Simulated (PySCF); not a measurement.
## How methods differ on the ionisation energy of Gd(35+)

Gd(35+) [Ar] 3d10 4s1 [4s1/2^1, M_J = 1/2] → Gd(36+) [Ar] 3d10, as a difference of total energies. All numbers are calculated (PySCF 2.14, the two-component X2C-1e Hamiltonian, in an even-tempered Gaussian basis (17 s from 3.7 bohr⁻², ratio 2.8; 13 p from 4.8 bohr⁻², ratio 2.8; 8 d from 8.6 bohr⁻², ratio 2.8; 4 f from 20 bohr⁻², ratio 3)). Correlated levels: [Ne] frozen; the 74 highest virtual spinors dropped. "Screened" scales the spin-orbit matrix elements by Boettger's factors to mimic the two-electron term; Breit and QED terms are absent.

| method | ionisation energy (eV) |
| --- | --- |
| GHF (spin-free) | 1519.7 |
| GMP2 (spin-free) | 1520.9 |
| GHF (screened spin-orbit) | 1519.6 |
| GMP2 (screened spin-orbit) | 1520.7 |

Breit and QED terms and the two-electron picture change are absent.

For comparison: 1532.3 ± 0.3 eV (semi-empirical (NIST evaluation); NIST Atomic Spectra Database, ionization energies).
